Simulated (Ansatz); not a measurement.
A first, cheap relaxation of C2H7BFN (`CN(C)BF`).

```yaml
crystal:
  periodic: [false, false, false]
  atoms:
    - {symbol: C, position_ang: [-0.730600, 1.026400, 0.251000]}
    - {symbol: N, position_ang: [-0.166000, -0.012100, -0.543400]}
    - {symbol: C, position_ang: [-0.391300, -1.298300, 0.118100]}
    - {symbol: B, position_ang: [1.413300, 0.275700, -0.721400]}
    - {symbol: F, position_ang: [2.211600, 0.360100, 0.415400]}
    - {symbol: H, position_ang: [-0.342500, 1.156400, 1.260500]}
    - {symbol: H, position_ang: [-0.623100, 2.048900, -0.276200]}
    - {symbol: H, position_ang: [-1.834100, 0.912500, 0.324400]}
    - {symbol: H, position_ang: [0.095300, -1.287200, 1.193400]}
    - {symbol: H, position_ang: [-1.442200, -1.517300, 0.245400]}
    - {symbol: H, position_ang: [0.079400, -2.121800, -0.447500]}
    - {symbol: H, position_ang: [1.807000, 0.401600, -1.785700]}
basis:
  gaussian: {orbitals: def2-SVP}
hamiltonian: {xc: pbe, dispersion: d4}
relax: {f_tol: 0.03, max_steps: 200}
```

```sh
$ ansatz run in.yaml --threads 4 --pin off --events-out ev --progress --plain
```

Shortened log:

```
Functional definition: PBE
  name "PBE"
  cite "Perdew, Burke & Ernzerhof, Phys. Rev. Lett. 77, 3865 (1996) doi:10.1103/PhysRevLett.77.3865"
  parent pbe
  parameter kappa = 0.804
  parameter beta = 0.06672455060314922
  exchange = pbe_x(kappa = kappa, mu = beta*pi^2/3)
  correlation = pbe_c(beta = beta)
mean field -7058.05227693 eV, -259.3786370576 hartree, gradient 1.4e-5 eV, S^2 0.000000; 0 other end points of the search recorded, 0 dependent functions left out
the calculation of the forces begins
relax step   1: F+E_penalty+E_count = -7058.25431289 eV  Δ(F+E_penalty+E_count) = +0.000e0 eV  max|allowed force component| = 3.490e0 eV/Å  Δτ_max = 0.0000 Å  (28 SCF iters, accepted)
these checks for a lower state are left out or cut short: starts, cluster_reference, orbital_swaps, neighbouring_geometries, increment
mean field -7058.56887549 eV, -259.3976217043 hartree, gradient 8.6e-6 eV, S^2 0.000000; 0 other end points of the search recorded, 0 dependent functions left out
the calculation of the forces begins
relax step   2: F+E_penalty+E_count = -7058.77124264 eV  Δ(F+E_penalty+E_count) = -5.169e-1 eV  max|allowed force component| = 1.856e0 eV/Å  Δτ_max = 0.1012 Å  (29 SCF iters, accepted)
these checks for a lower state are left out or cut short: starts, cluster_reference, orbital_swaps, neighbouring_geometries, increment
mean field -7058.58793399 eV, -259.3983220912 hartree, gradient 2.6e-5 eV, S^2 0.000000; 0 other end points of the search recorded, 0 dependent functions left out
the calculation of the forces begins
relax step   3: F+E_penalty+E_count = -7058.79079435 eV  Δ(F+E_penalty+E_count) = -1.955e-2 eV  max|allowed force component| = 1.480e0 eV/Å  Δτ_max = 0.1519 Å  (34 SCF iters, accepted)
these checks for a lower state are left out or cut short: starts, cluster_reference, orbital_swaps, neighbouring_geometries, increment
mean field -7058.69726743 eV, -259.4023400214 hartree, gradient 2.5e-5 eV, S^2 0.000000; 0 other end points of the search recorded, 0 dependent functions left out
the calculation of the forces begins
relax step   4: F+E_penalty+E_count = -7058.89696200 eV  Δ(F+E_penalty+E_count) = -1.062e-1 eV  max|allowed force component| = 2.367e-1 eV/Å  Δτ_max = 0.2000 Å  (35 SCF iters, accepted)
these checks for a lower state are left out or cut short: starts, cluster_reference, orbital_swaps, neighbouring_geometries, increment
mean field -7058.70359124 eV, -259.4025724171 hartree, gradient 2.5e-5 eV, S^2 0.000000; 0 other end points of the search recorded, 0 dependent functions left out
the calculation of the forces begins
relax step   5: F+E_penalty+E_count = -7058.90385432 eV  Δ(F+E_penalty+E_count) = -6.892e-3 eV  max|allowed force component| = 2.651e-1 eV/Å  Δτ_max = 0.0683 Å  (29 SCF iters, accepted)
these checks for a lower state are left out or cut short: starts, cluster_reference, orbital_swaps, neighbouring_geometries, increment
mean field -7058.71102602 eV, -259.4028456400 hartree, gradient 6.6e-6 eV, S^2 0.000000; 0 other end points of the search recorded, 0 dependent functions left out
the calculation of the forces begins
relax step   6: F+E_penalty+E_count = -7058.91193553 eV  Δ(F+E_penalty+E_count) = -8.081e-3 eV  max|allowed force component| = 1.034e-1 eV/Å  Δτ_max = 0.1182 Å  (28 SCF iters, accepted)
these checks for a lower state are left out or cut short: starts, cluster_reference, orbital_swaps, neighbouring_geometries, increment
mean field -7058.77760758 eV, -259.4052924673 hartree, gradient 2.5e-5 eV, S^2 0.000000; 0 other end points of the search recorded, 0 dependent functions left out
the calculation of the forces begins
relax step   7: F+E_penalty+E_count = -7058.97815911 eV  Δ(F+E_penalty+E_count) = -6.622e-2 eV  max|allowed force component| = 2.724e-1 eV/Å  Δτ_max = 0.2000 Å  (35 SCF iters, accepted)
[...]
relax step   9: F+E_penalty+E_count = -7059.26971245 eV  Δ(F+E_penalty+E_count) = -1.673e-1 eV  max|allowed force component| = 9.230e-1 eV/Å  Δτ_max = 0.1953 Å  (37 SCF iters, accepted)
these checks for a lower state are left out or cut short: starts, cluster_reference, orbital_swaps, neighbouring_geometries, increment
mean field -7059.24952165 eV, -259.4226349896 hartree, gradient 7.9e-6 eV, S^2 0.000000; 0 other end points of the search recorded, 0 dependent functions left out
the calculation of the forces begins
relax step  10: F+E_penalty+E_count = -7059.44962856 eV  Δ(F+E_penalty+E_count) = -1.799e-1 eV  max|allowed force component| = 9.262e-1 eV/Å  Δτ_max = 0.1959 Å  (37 SCF iters, accepted)
these checks for a lower state are left out or cut short: starts, cluster_reference, orbital_swaps, neighbouring_geometries, increment
mean field -7059.42707043 eV, -259.4291597868 hartree, gradient 7.9e-6 eV, S^2 0.000000; 0 other end points of the search recorded, 0 dependent functions left out
the calculation of the forces begins
relax step  11: F+E_penalty+E_count = -7059.62677800 eV  Δ(F+E_penalty+E_count) = -1.771e-1 eV  max|allowed force component| = 8.068e-1 eV/Å  Δτ_max = 0.1988 Å  (37 SCF iters, accepted)
these checks for a lower state are left out or cut short: starts, cluster_reference, orbital_swaps, neighbouring_geometries, increment
mean field -7059.60774130 eV, -259.4357993187 hartree, gradient 7.5e-6 eV, S^2 0.000000; 0 other end points of the search recorded, 0 dependent functions left out
the calculation of the forces begins
relax step  12: F+E_penalty+E_count = -7059.80712435 eV  Δ(F+E_penalty+E_count) = -1.803e-1 eV  max|allowed force component| = 7.736e-1 eV/Å  Δτ_max = 0.1954 Å  (36 SCF iters, accepted)
these checks for a lower state are left out or cut short: starts, cluster_reference, orbital_swaps, neighbouring_geometries, increment
mean field -7059.73449704 eV, -259.4404575064 hartree, gradient 1.1e-5 eV, S^2 0.000000; 0 other end points of the search recorded, 0 dependent functions left out
the calculation of the forces begins
relax step  13: F+E_penalty+E_count = -7059.93372346 eV  Δ(F+E_penalty+E_count) = -1.266e-1 eV  max|allowed force component| = 6.297e-1 eV/Å  Δτ_max = 0.2000 Å  (28 SCF iters, accepted)
these checks for a lower state are left out or cut short: starts, cluster_reference, orbital_swaps, neighbouring_geometries, increment
mean field -7059.81866104 eV, -259.4435504764 hartree, gradient 1.1e-5 eV, S^2 0.000000; 0 other end points of the search recorded, 0 dependent functions left out
the calculation of the forces begins
relax step  14: F+E_penalty+E_count = -7060.01766511 eV  Δ(F+E_penalty+E_count) = -8.394e-2 eV  max|allowed force component| = 2.861e-1 eV/Å  Δτ_max = 0.2000 Å  (28 SCF iters, accepted)
these checks for a lower state are left out or cut short: starts, cluster_reference, orbital_swaps, neighbouring_geometries, increment
mean field -7059.85806390 eV, -259.4449985046 hartree, gradient 1.0e-5 eV, S^2 0.000000; 0 other end points of the search recorded, 0 dependent functions left out
the calculation of the forces begins
relax step  15: F+E_penalty+E_count = -7060.05704838 eV  Δ(F+E_penalty+E_count) = -3.938e-2 eV  max|allowed force component| = 1.677e-1 eV/Å  Δτ_max = 0.2000 Å  (29 SCF iters, accepted)
these checks for a lower state are left out or cut short: starts, cluster_reference, orbital_swaps, neighbouring_geometries, increment
mean field -7059.86174612 eV, -259.4451338238 hartree, gradient 7.2e-6 eV, S^2 0.000000; 0 other end points of the search recorded, 0 dependent functions left out
the calculation of the forces begins
relax step  16: F+E_penalty+E_count = -7060.06064165 eV  Δ(F+E_penalty+E_count) = -3.593e-3 eV  max|allowed force component| = 1.251e-1 eV/Å  Δτ_max = 0.0794 Å  (30 SCF iters, accepted)
these checks for a lower state are left out or cut short: starts, cluster_reference, orbital_swaps, neighbouring_geometries, increment
mean field -7059.86310151 eV, -259.4451836333 hartree, gradient 2.7e-5 eV, S^2 0.000000; 0 other end points of the search recorded, 0 dependent functions left out
the calculation of the forces begins
relax step  17: F+E_penalty+E_count = -7060.06200533 eV  Δ(F+E_penalty+E_count) = -1.364e-3 eV  max|allowed force component| = 1.268e-2 eV/Å  Δτ_max = 0.0209 Å  (31 SCF iters, accepted)
mean field -7059.86310151 eV, -259.4451836333 hartree, gradient 3.1e-5 eV, S^2 0.000000; 1 other end points of the search recorded, 0 dependent functions left out
the calculation of the forces begins
Total energy: -7060.06203876 eV, -259.4524944424 hartree
Atom 0 at    -0.792712     1.099451     0.183150 Å, force    -0.005848    -0.006761     0.006244 eV/Å
Atom 1 at     0.145546     0.025620    -0.080963 Å, force     0.005230     0.011901    -0.005473 eV/Å
Atom 2 at    -0.237497    -1.273133     0.445679 Å, force    -0.004480     0.005788    -0.003332 eV/Å
Atom 3 at     1.336610     0.238539    -0.799182 Å, force     0.006360    -0.012682     0.001122 eV/Å
Atom 4 at     2.180368    -0.791843    -1.021744 Å, force    -0.002860    -0.008583     0.002230 eV/Å
Atom 5 at    -0.946418     1.245654     1.276735 Å, force     0.003237    -0.000799    -0.000647 eV/Å
Atom 6 at    -0.414195     2.046988    -0.244055 Å, force     0.002064    -0.001307    -0.002839 eV/Å
Atom 7 at    -1.790475     0.887752    -0.264783 Å, force    -0.001278    -0.002039     0.001433 eV/Å
Atom 8 at    -0.344643    -1.244031     1.553663 Å, force     0.000932     0.003648    -0.000222 eV/Å
Atom 9 at    -1.214025    -1.605523     0.026528 Å, force    -0.000408     0.000333    -0.002639 eV/Å
Atom 10 at     0.529675    -2.025630     0.186778 Å, force     0.005580     0.003041    -0.000607 eV/Å
Atom 11 at     1.624565     1.341056    -1.227806 Å, force    -0.008530     0.007458     0.004729 eV/Å
Dipole moment:    -0.425032     0.037669     0.228109 e Å
```

Run time 25 s (4 threads of a server CPU on a shared host); peak host memory 0.17 GiB.
